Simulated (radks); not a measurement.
Results of a calculation; reference values are marked as such.
Valence configurations of Ca (all share [Ar]). Level of theory: scalar-relativistic Kohn-Sham, PBE, spin-unpolarised, spherical densities, finite nucleus; Fermi nuclear charge, rms radius 3.4776 fm (a radial shooting solver on a logarithmic mesh with Libxc functionals). Energies are relative to 4s2; eigenvalues in eV.

valence      E (eV)   e(3d)   e(4p)   e(4s)
4s2           0.000       -       -  -3.766
3d2           4.910  -0.753       -       -
4s1 4p1       2.422       -  -1.942  -4.419
4p2           4.951       -  -2.389       -
4s1.5 4p0.5   1.196       -  -1.686  -4.109
3d1 4p1       4.394  -1.473  -1.692       -
3d1 4s1       2.282  -0.763       -  -3.317
3d0.5 4s1.5   1.053  -1.105       -  -3.438

NIST lists [Ar] 4s2 as the ground configuration; this level of theory agrees among the configurations tried. The energies are those of spherical spin-averaged densities, not of single terms.
